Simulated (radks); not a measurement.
Results of a calculation; reference values are marked as such.
Polarisability of the phosphorus ion P+, [Ne] 3s2 3p2, at imaginary frequency. Code: a radial shooting solver on a logarithmic mesh with Libxc functionals. Model: non-relativistic Kohn-Sham, LB94 model potential, spin-polarised, spherical densities, point nucleus; open shells are filled with parallel spins first. Response by self-consistent Sternheimer equations with the Hartree and adiabatic LDA kernel.

w (hartree)  alpha1(iw) (bohr^3)
0.00266                    14.38
0.0143                     14.36
0.0360                     14.29
0.0697                     14.05
0.118                      13.49
0.186                      12.37
0.280                      10.54
0.413                      8.092
0.605                      5.486
0.892                      3.274
1.35                       1.739
2.12                      0.8328
3.59                      0.3618
6.94                      0.1353
17.5                     0.03137

Static values: alpha1 = 14.38 bohr^3 (2.131 angstrom^3; uncoupled 23.10). C6 = 73.77, triple-dipole C9 = 783.4 atomic units. One-pole (London) frequency 4 C6 / (3 alpha1^2) = 0.476 hartree, against 0.709 for minus the highest occupied eigenvalue.
